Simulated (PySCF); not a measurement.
FRb, triplet, at the geometry of the source list (a higher spin typed on purpose: for a closed-shell molecule this is an excited state) (core potentials on Rb). Base run: M06L/def2-SVP (PySCF).

Here is a job for PySCF.
```python
from pyscf import gto, scf, dft

mol = gto.M(
    atom='''
Rb   -0.587300   -0.484300   -0.793300
F     0.587300    0.484300    0.793300
''',
    basis='def2-svp',
    ecp={'Rb': 'def2-svp'},
    charge=0,
    spin=2,
    verbose=4,
)

mf = dft.UKS(mol)
mf.xc = 'm06l'
mf.kernel()
```

Each row names what was changed in the base input (with any setting that the change needs).

| change | ΔE vs base (µEh) | grid points | electrons on the grid |
|---|---|---|---|
| base | 0.0 | 36176 | 18.00003 |
| grids.atom_grid = (30, 110) | 1970 | 4888 | 18.00343 |
| grids.becke_scheme = stratmann | -8.9 | 36176 | 18.00002 |
| grids.radi_method = delley | -52.2 | 32000 | 17.99967 |
| grids.level = 4 | 25.4 | 60968 | 17.99997 |
| small_rho_cutoff = 0 | 0.0 | 36176 | 18.00003 |
| grids.level = 2 | 104 | 25648 | 17.99997 |
| grids.level = 7 | -11.3 | 179848 | 18.00000 |
| grids.atom_grid = (99, 590) | 28.6 | 60672 | 17.99997 |
| grids.prune = dft.gen_grid.treutler_prune | -261 | 34496 | 18.00003 |
| grids.level = 5 | -19.8 | 91208 | 18.00000 |

Open shells are given as the SCF converged; they aren't shown to be the lowest states, and a large step between rows can be another state.
